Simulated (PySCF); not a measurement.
# Polarisability and C₆ of Bi (bismuth, neutral)

[Xe] 4f14 5d10 6s2 6p3, high-spin 4S determinant. All numbers are calculated (PySCF 2.14, scalar relativity through the core potential, in aug-cc-pVQZ-PP with one added diffuse shell each of s, p, d, f, g type with ECP60MDF (8s8p6d4f3g, 117 functions)). Coupled (time-dependent) response in atomic units; α is the mean over directions.

```json
{"method": "PBE0", "mean α (bohr³)": "52.61", "C₆ (like pair)": "631.8", "S(−4)": "827.0"}
```

S(−4) is the Cauchy moment in α(ω) = α(0) + S(−4) ω² + …

Reference α: 48 ± 4 bohr³ (recommended; Schwerdtfeger and Nagle, table of static dipole polarizabilities (2023 update)). Published C₆: 513.0 (Gould and Bucko (2016)).

α(iu) at PBE0:

```
u (hartree)  α(iu) (bohr³)
          0          52.61
     0.0500          50.65
      0.100          45.83
      0.200          34.47
      0.300          25.60
      0.500          15.35
      0.750          9.481
       1.00          6.612
       1.50          3.931
       2.00          2.681
       3.00          1.502
       5.00         0.6593
```

A single London oscillator, α(iu) = α/(1 + u²/ω²), gives C₆ = (3/4) ω α². Matching the computed C₆ needs ω = 4 × 631.8 / (3 × 52.61²) = 0.304 hartree.

Energies and moments cover only the electrons outside the core potential. Spin-orbit coupling, which splits the p, d and f shells strongly at this Z, is absent. Spin-orbit coupling is strong in this species (close to jj coupling), so the high-spin LS determinant is a model state, not a physical level.
